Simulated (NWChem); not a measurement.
Molecule: C2HCl2, doublet; SMILES Cl/[C]=C/Cl

All runs: NWChem. Pople sets run with spherical d functions. Spin-unrestricted. In the optimisation the excess spin sits in a' (Cs, its own frame). Structure relaxed at the PBE0/def2-SVP, spin-unrestricted level. No stability test was run on the SCF state. Level: B3LYP/6-31G* with SMD (1 M gas to 1 M solution), gas-phase geometry. Reactions with the solvent are ignored.

| solvent | dielectric constant | solvation free energy (kcal/mol) | cavity-dispersion-structure term (kcal/mol) | dipole in solution (D) |
|---|---|---|---|---|
| water | 78.4 | 1.3 | 3.2 | 1.76 |
| 1,4-dioxane | 2.21 | -1.0 | 0.0 | 1.56 |
| acetone | 20.5 | -2.4 | -0.5 | 1.74 |
| chloroform | 4.71 | -2.8 | -1.3 | 1.66 |
| 1-octanol | 9.86 | -1.7 | 0.0 | 1.71 |
